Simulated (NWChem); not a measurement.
GeSiH$_{4}$Cl$_{2}$; SMILES Cl[SiH]([GeH3])Cl

### Question
Give the equilibrium geometry at PBE-D3(BJ)/def2-SVP (NWChem) as a Z-matrix, with the point group.

### Answer
point group Cs; any orientation.
```
Si
H 1 1.4996
Cl 1 2.0832 2 107.52
Cl 1 2.0832 2 107.52 3 -117.92
Ge 1 2.3855 2 115.26 4 -121.04
H 5 1.5485 1 108.30 2 180.00
H 5 1.5506 6 109.45 1 120.05
H 5 1.5506 6 109.45 7 119.90
```
